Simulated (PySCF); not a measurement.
## CH9Ge2NSe: core ionisation energies

Species: CH9Ge2NSe.
Atom-mapped SMILES: `[CH3:1][NH:2][GeH2:3][Se:4][GeH3:5]`

The calculation used PySCF 2.14.0, delta-SCF UKS SCAN, pcX-2 on the ionised atom, pcseg-1 elsewhere, spin-free X2C. These are vertical core ionisation energies against the vacuum level, from separate self-consistent calculations with and without the core hole.

Problem. What binding energy does each computed site have?

Solution. 
```csv
atom(s),environment,level,binding energy (eV),count
N2,"nitrogen bonded to C, Ge and H",N 1s,404.28,1
C1,N-methyl carbon,C 1s,291.50,1
```

Problem. Which effective nuclear charge Zeff reproduces each element's mean 1s value in the hydrogen-like formula E = 13.606 eV × Zeff²?

Solution. C (Z = 6): mean 291.5 eV, Zeff = 4.63, Z − Zeff = 1.37; N (Z = 7): mean 404.3 eV, Zeff = 5.45, Z − Zeff = 1.55. Means run over the listed sites, weighted by atom count.

No level of germanium or selenium is listed. Geometry: PBE0-D3(BJ)/def2-SVP, one conformer, isolated molecule.

Shape of the structure used: `[CH3:1][NH:2][GeH2:3][Se:4][GeH3:5]`: C1–N2–Ge3–Se4 -68°, N2–Ge3–Se4–Ge5 -39°.
